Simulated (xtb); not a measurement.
CH₆GaNO, SMILES [Ga]([NH2])([CH3])[OH]. All values are semi-empirical tight-binding results from xtb (GFN2-xTB unless named), good for trends rather than for accurate numbers. Geometry: GFN2-xTB. Other conformers were not sampled.

For metal compounds this method's bond lengths and energies can be far off.

Computed properties:
```
Property                                      Result
-------------------------------------  -------------
orbital gap                                  4.01 eV
zero-point energy                      43.3 kcal/mol
G − E(el) at 298.15 K (modified RRHO)  23.3 kcal/mol
```
